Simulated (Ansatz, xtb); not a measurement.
C5H9NSi2: which of two isomers lies lower

We compare X, `[SiH3]c1ccncc1[SiH3]`, a singlet, with Y, `[SiH3]c1ccc([SiH3])nc1`, a singlet. Both are isolated molecules in the gas phase, relaxed with r2SCAN-D4/def2-SVP.

X (Å):

| atom | x (Å) | y (Å) | z (Å) |
| --- | --- | --- | --- |
| C | -0.0873 | -0.5082 | 1.1513 |
| C | 1.0499 | -1.0800 | 0.5582 |
| C | 1.6611 | -0.4416 | -0.5258 |
| C | 0.1412 | 1.2561 | -0.4831 |
| C | -0.5663 | 0.7121 | 0.6069 |
| N | 1.2220 | 0.7068 | -1.0434 |
| Si | -0.8888 | -1.3642 | 2.6350 |
| Si | -2.0922 | 1.6196 | 1.2470 |
| H | -2.3756 | -1.3541 | 2.4948 |
| H | -0.3934 | -2.7704 | 2.6925 |
| H | -0.5297 | -0.6639 | 3.9047 |
| H | 1.4648 | -2.0228 | 0.9303 |
| H | 2.5493 | -0.8831 | -0.9972 |
| H | -0.1919 | 2.2036 | -0.9300 |
| H | -2.0821 | 1.6600 | 2.7408 |
| H | -3.3494 | 0.9405 | 0.8092 |
| H | -2.0752 | 3.0101 | 0.7068 |

Y (Å):

```xyz
17

C    -0.8254   -1.1549    0.6678
C    -0.9804   -0.6084    1.9535
C    -0.5074    0.6771    2.2204
C     0.1179    1.4027    1.1923
C    -0.1830   -0.3399   -0.2866
N     0.2735    0.8892   -0.0452
Si   -1.4425   -2.8787    0.2309
Si    0.8129    3.1520    1.3942
H    -1.0622   -3.1873   -1.1781
H    -0.8396   -3.8938    1.1466
H    -2.9284   -2.9541    0.3718
H    -1.4690   -1.1821    2.7498
H    -0.6207    1.1159    3.2166
H     0.5772    3.6284    2.7919
H     2.2785    3.1471    1.1157
H     0.1381    4.0757    0.4370
H    -0.0300   -0.7107   -1.3098
```

Quicker runs give these differences E(Y) − E(X): GFN2-xTB −2.32 kJ/mol; HF/STO-3G −10.64 kJ/mol (at GFN2-xTB geometries); r2SCAN-D4/def2-SVP//GFN2-xTB +0.16 kJ/mol.

Problem. Which of the two would you expect CCSD(T)/def2-SVP + ΔMP2/def2-TZVPP electronic energies to favour?

Solution. CCSD(T)/def2-SVP + ΔMP2/def2-TZVPP gives E(Y) − E(X) = +1.24 kJ/mol, slightly favouring structure X, which is too small a margin to settle the true order.

Level by level:

```tsv
level	geometry	E(Y) − E(X) (kJ/mol)	departure from the last row (kJ/mol)	job, with rough time for the two
GFN2-xTB	GFN2-xTB	−2.32	−3.56	optimisation, 0.66 s
HF/STO-3G	GFN2-xTB	−10.64	−11.88	single point, 3.6 s
r2SCAN-D4/def2-SVP//GFN2-xTB	GFN2-xTB	+0.16	−1.08	single point, 18 s
r2SCAN-D4/def2-SVP	r2SCAN-D4/def2-SVP	+0.81	−0.43	optimisation, 5.9 min
HF/def2-SVP	r2SCAN-D4/def2-SVP	−7.51	−8.75	part of the CCSD(T) run
MP2/def2-SVP	r2SCAN-D4/def2-SVP	−0.86	−2.09	part of the CCSD(T) run
CCSD(T)/def2-SVP	r2SCAN-D4/def2-SVP	−0.92	−2.16	single point
CCSD(T)/def2-SVP + ΔMP2/def2-TZVPP	r2SCAN-D4/def2-SVP	+1.24		single point, 7.9 min
```

As drawn, both hold the same kinds of bond in the same numbers.

The largest departure from CCSD(T)/def2-SVP + ΔMP2/def2-TZVPP is that of HF/STO-3G, 11.88 kJ/mol. A small imaginary or near-zero mode remains, so no thermal terms are given. The last row adds to CCSD(T) the change of the MP2 difference between the two basis sets, here +2.16 kJ/mol.

The correlated steps freeze 16 core orbitals. Programs: Ansatz 0.2.0, xtb 6.7.1; the last row on 2 threads of Intel(R) Xeon(R) Processor @ 2.50GHz (Skylake/Cascade Lake) on a shared host.
